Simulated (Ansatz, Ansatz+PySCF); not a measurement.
```xyz
5

O     0.0000    0.0000   -0.1197
H     0.0000    0.7542    0.4787
H     0.0000   -0.7542    0.4787
O    30.0664   -0.0701    0.0496
H    29.4691    0.5605   -0.3966
```

Basis set: STO-3G (spherical functions). Left uncorrelated: 2 orbitals. Charge 0, multiplicity 2.

Computed with Ansatz (development build ahead of 0.2.0); each method stands on the lowest determinant of its kind that the runs found.

The atomization energy at this shape (free ground-state atoms in the same class of orbitals less the molecule, no zero-point energy) of doublet H₃O₂ in separate pieces:

| method | atomization energy |
| --- | --- |
| UHF-MP2 | 10.10 eV |
| UHF | 8.69 eV |
| ROHF | 8.66 eV |

Q: What does UHF-CCSD(T) give?

A: 10.73 eV.

This basis has no polarisation functions and is too small for such energies, which can lie far from measured ones in either direction.
